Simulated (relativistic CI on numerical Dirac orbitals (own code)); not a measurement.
## Calculated levels, Fe XXVI

Method of calculation: Dirac equation for one electron, model QED (radiative potential, 1s self-energy scaled to tabulated hydrogen-like ionisation energies) (own radial code, finite nucleus).

Configurations in the expansion: 1s, 2s, 2p, 3s, 3p, 3d, 4s, 4p, 4d, 4f, 5s, 5p, 5d, 5f, 5g, 6s, 6p, 6d. Levels of other configurations are missing.

The lowest level is 1s ²S1/2, with 100 % of that term; Hund's rules for 1s give ²S with J = 1/2, in agreement.

| No. | Configuration | Term | J | E (10³ cm⁻¹) | % | Landé g | Lifetime (s) |
| --- | --- | --- | --- | --- | --- | --- | --- |
| 1 | 1s | ²S | 1/2 | 0.0 | 100 | 1.978 |  |
| 2 | 2p | ²P° | 1/2 | 56071.5 | 100 | 0.660 | 3.48e-15 |
| 3 | 2s | ²S | 1/2 | 56076.1 | 100 | 1.996 |  |
| 4 | 2p | ²P° | 3/2 | 56242.6 | 100 | 1.329 | 3.52e-15 |
| 5 | 3p | ²P° | 1/2 | 66511.8 | 100 | 0.663 | 1.16e-14 |
| 6 | 3s | ²S | 1/2 | 66513.1 | 100 | 2.000 | 3.23e-13 |
| 7 | 3d | ²D | 3/2 | 66562.4 | 100 | 0.797 | 3.32e-14 |
| 8 | 3p | ²P° | 3/2 | 66562.5 | 100 | 1.332 | 1.16e-14 |
| 9 | 3d | ²D | 5/2 | 66579.0 | 100 | 1.198 | 3.37e-14 |
| 10 | 4p | ²P° | 1/2 | 70158.9 | 100 | 0.664 | 2.70e-14 |
| 11 | 4s | ²S | 1/2 | 70159.4 | 100 | 2.001 | 4.64e-13 |
| 12 | 4d | ²D | 3/2 | 70180.2 | 100 | 0.798 | 7.73e-14 |
| 13 | 4p | ²P° | 3/2 | 70180.2 | 100 | 1.333 | 2.70e-14 |
| 14 | 4f | ²F° | 5/2 | 70187.2 | 100 | 0.856 | 1.57e-13 |
| 15 | 4d | ²D | 5/2 | 70187.2 | 100 | 1.199 | 7.85e-14 |
| 16 | 4f | ²F° | 7/2 | 70190.7 | 100 | 1.142 | 1.58e-13 |
| 17 | 5p | ²P° | 1/2 | 71844.0 | 100 | 0.665 | 5.24e-14 |
| 18 | 5s | ²S | 1/2 | 71844.3 | 100 | 2.001 | 7.25e-13 |
| 19 | 5d | ²D | 3/2 | 71854.9 | 100 | 0.799 | 1.49e-13 |
| 20 | 5p | ²P° | 3/2 | 71854.9 | 100 | 1.333 | 5.22e-14 |
| 21 | 5f | ²F° | 5/2 | 71858.5 | 100 | 0.856 | 3.04e-13 |
| 22 | 5d | ²D | 5/2 | 71858.5 | 100 | 1.200 | 1.51e-13 |
| 23 | 5g | ²G | 7/2 | 71860.3 | 100 | 0.888 | 5.12e-13 |
| 24 | 5f | ²F° | 7/2 | 71860.3 | 100 | 1.142 | 3.06e-13 |
| 25 | 5g | ²G | 9/2 | 71861.3 | 100 | 1.111 | 5.13e-13 |
| 26 | 6p | ²P° | 1/2 | 72758.1 | 100 | 0.665 | 9.02e-14 |
| 27 | 6s | ²S | 1/2 | 72758.3 | 100 | 2.002 | 1.10e-12 |
| 28 | 6d | ²D | 3/2 | 72764.4 | 100 | 0.799 | 2.54e-13 |
| 29 | 6p | ²P° | 3/2 | 72764.4 | 100 | 1.334 | 8.97e-14 |
| 30 | 6d | ²D | 5/2 | 72766.5 | 100 | 1.200 | 2.58e-13 |

Energies count from the lowest computed level; ° marks odd parity; lifetimes are radiative, by E1, M1, E2, M2 decay to levels of this space only; some are left blank where a channel outside the calculation adds to the decay or the decay crosses a small, uncertain gap.
